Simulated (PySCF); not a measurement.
# Computed properties of In(Br)(OH)2 (BrH2InO2), SMILES [Br][In]([OH])[OH]

In(Br)(OH)2 (BrH₂InO₂), SMILES [OH][In]([Br])[OH]. Geometry optimised at B3LYP-D3(BJ)/def2-SVP. The structure was generated by enumeration; whether it is a known compound was not checked. The def2 effective core potentials stand for the cores of In; spin–orbit coupling is left out. The values are those of a single conformer. All values are computed for the isolated molecule unless a solvent is named; none is compared with measurement here.

**Structure.** The optimised structure has Cs symmetry. All 12 harmonic modes at B3LYP-D3(BJ)/def2-SVP (PySCF) are real, so it is a minimum. With heavy atoms numbered as in [In:1]([Br:2])([OH:3])[OH:5], the shortest bond between them is In1–O3 at 1.994 Å and the longest In1–Br2 at 2.486 Å.

**Vibrations.** The strongest infrared lines (harmonic, unscaled, degenerate partners summed) lie at 266 cm⁻¹ (195 km/mol, H 93 %), 853 cm⁻¹ (95 km/mol, H 93 %), 619 cm⁻¹ (74 km/mol, O 82 %, In 17 %). The softest mode is at 90 cm⁻¹ and the zero-point energy is 16.6 kcal/mol.

**Electronic structure.** PBE0/def2-TZVP (PySCF) places the frontier levels at -8.56 and -2.51 eV, a gap of 6.05 eV, and gives a dipole moment of 1.48 D and a mean polarisability of 61.3 bohr³. PBE/def2-TZVP (PySCF) at the same geometry gives -7.21 and -3.38 eV, so its gap is 2.22 eV narrower. An orbital gap is neither the optical nor the fundamental gap.

**Excitations.** TDA-B3LYP/def2-SVPD (PySCF) has S1 at 4.45 eV (279 nm, f = 0.001, dark); the most intense of the 10 singlets computed lies at 6.94 eV (f = 0.19). T1 (TDA) is at 4.01 eV, 0.44 eV under S1. TDA-PBE/def2-SVPD (PySCF) puts S1 at 3.96 eV. No vertical singlet excitation falls in the visible range (under 3.1 eV).
